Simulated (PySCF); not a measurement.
**Nuclear quadrupole coupling in `CN(C)[Si@H]1CC[SiH2]O1`**

Species: C₄H₁₃NOSi₂.
Geometry (PBE0-D3(BJ)/def2-SVP, Å), atoms numbered from 1 in this order:
```xyz
21
C4H13NOSi2 angstrom
C      1.8576    1.2273   -0.4684
N      1.3164    0.0547    0.1733
C      2.2171   -0.5893    1.0926
Si    -0.0556   -0.7677   -0.4931
C     -1.1361   -1.5093    0.8668
C     -1.9958   -0.3355    1.3902
Si    -2.4000    0.7530   -0.1101
O     -1.0956    0.3975   -1.1108
H      2.1252    1.9981    0.2789
H      1.1111    1.6670   -1.1457
H      2.7721    1.0099   -1.0570
H      2.5216    0.1019    1.9012
H      1.7374   -1.4573    1.5708
H      3.1463   -0.9499    0.6056
H      0.2737   -1.7222   -1.5963
H     -0.5833   -2.0118    1.6768
H     -1.7758   -2.2805    0.4028
H     -1.4044    0.2749    2.0936
H     -2.8895   -0.6765    1.9373
H     -2.4488    2.2119    0.2016
H     -3.6747    0.3679   -0.7889
```

Field gradients from the PBE0/pcSseg-1 density (PySCF, non-relativistic), principal values in atomic units, ordered |Vxx| ≤ |Vyy| ≤ |Vzz|:

| atom | Vxx | Vyy | Vzz |
| --- | --- | --- | --- |
| N2 | 0.3519 | 0.7759 | -1.1278 |
| O8 | -0.2667 | -0.6637 | 0.9305 |

Q: Find the asymmetry η = (Vxx − Vyy)/Vzz and the couplings χ = eQV/h (234.96 MHz × Q in barn × V in au), with Q(14N) = 0.02044 b, Q(17O) = −0.0256 b.

A: 
```json
{"atom": "N2", "environment": "silicon-bound nitrogen", "nucleus": "14N", "η": "0.38", "χzz (MHz)": "-5.42", "χxx (MHz)": "1.69", "χyy (MHz)": "3.73"}
{"atom": "O8", "environment": "siloxane oxygen", "nucleus": "17O", "η": "0.43", "χzz (MHz)": "-5.60", "χxx (MHz)": "1.60", "χyy (MHz)": "3.99"}
```

The tensor is traceless: Vxx + Vyy + Vzz = 0.

Q: What is Vzz at O8 in SI units (1 au = 9.71736 × 10²¹ V/m²)?

A: 0.9305 au = 9.042 × 10²¹ V/m².

Q: What couplings would deuterons (Q(2H) = 0.00286 b) have in place of the hydrogens, at this geometry?

A: 
| atom | bonded to | bond length (Å) | Vzz (au) | η | χzz (kHz) |
| --- | --- | --- | --- | --- | --- |
| H9 | C1 | 1.106 | 0.2792 | 0.06 | 188 |
| H10 | C1 | 1.100 | 0.2833 | 0.07 | 190 |
| H11 | C1 | 1.109 | 0.2740 | 0.06 | 184 |
| H12 | C3 | 1.107 | 0.2783 | 0.06 | 187 |
| H13 | C3 | 1.101 | 0.2875 | 0.08 | 193 |
| H14 | C3 | 1.109 | 0.2728 | 0.05 | 183 |
| H15 | Si4 | 1.496 | 0.1366 | 0.02 | 92 |
| H16 | C5 | 1.102 | 0.2973 | 0.03 | 200 |
| H17 | C5 | 1.104 | 0.2894 | 0.04 | 194 |
| H18 | C6 | 1.103 | 0.2903 | 0.03 | 195 |
| H19 | C6 | 1.102 | 0.2961 | 0.03 | 199 |
| H20 | Si7 | 1.493 | 0.1385 | 0.02 | 93 |
| H21 | Si7 | 1.495 | 0.1373 | 0.01 | 92 |

Geometry: PBE0-D3(BJ)/def2-SVP, one conformer, isolated molecule. A larger basis could move these couplings by a tenth or more.

The run behind these numbers computed NMR shieldings as well. The run took 78 s on one thread, Arm Neoverse N1 (aarch64), shared host with 64 logical CPUs at a one-minute load of 58, and the process peaked at 1.0 GiB of memory.
